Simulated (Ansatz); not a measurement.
Ansatz results at the PBE0-D4/def2-TZVP geometry: size of the dipole moment (ωB97M-V/def2-TZVPP) 1.74 D; HOMO energy (B3LYP/def2-TZVPP) -7.47 eV; HOMO energy (PBE/def2-TZVPP) -6.15 eV.

Each molecule was computed in one conformer, which needn't be the lowest.

(1) Which molecule gave them?
A. `COC(C)Cl`
B. `[SiH3]C1[SiH2]S1`
C. `COCCCl`
D. `NC1[O][Al]([SH])[SiH2]1`

Answers

(1) C. The others give `NC1[O][Al]([SH])[SiH2]1`: 1.42, -6.85, -5.80; `COC(C)Cl`: 1.96, -7.96, -6.68; `[SiH3]C1[SiH2]S1`: 1.77, -6.76, -5.84.

B3LYP here is the variant with VWN-RPA as its local correlation; programs differ in this.
